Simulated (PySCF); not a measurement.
sulfur trioxide anion (O3S), SMILES S(=O)(=O)=O (connectivity only; charge and spin as stated), charge -1, multiplicity 2. Atoms are numbered in the order given.

```xyz
4

O      1.2700    -0.7333    -0.1561
S      0.0000     0.0000     0.2342
O     -1.2700    -0.7333    -0.1561
O      0.0000     1.4665    -0.1561
```
Charge -1, spin multiplicity 2.

Geometry optimised at B3LYP-D3(BJ)/def2-SVPD. The multiplicity is an assumed one; other spin states were not compared.

These are PBE/def2-TZVPD (PySCF) values and carry that method's errors.

 A positive occupied level means that this level leaves the electron formally unbound; only the finite basis holds it.

Problem. Estimate the frontier levels, dipole moment and polarisability. (An estimate is asked for; the answer gives what the named calculation found.)

Solution. 
The α spin, highest occupied and lowest empty level is 0.00 and 3.81 eV and the β spin, highest occupied and lowest empty level is -0.88 and 1.15 eV. The dipole moment about the centre of nuclear charge is 0.89 D and the mean static polarisability is 47.3 bohr³ (7.02 Å³). The polarisability, principal values is 39.9, 51.1, 51.1 bohr³ and the ⟨S²⟩ comes out as 0.752 (pure state 0.75).
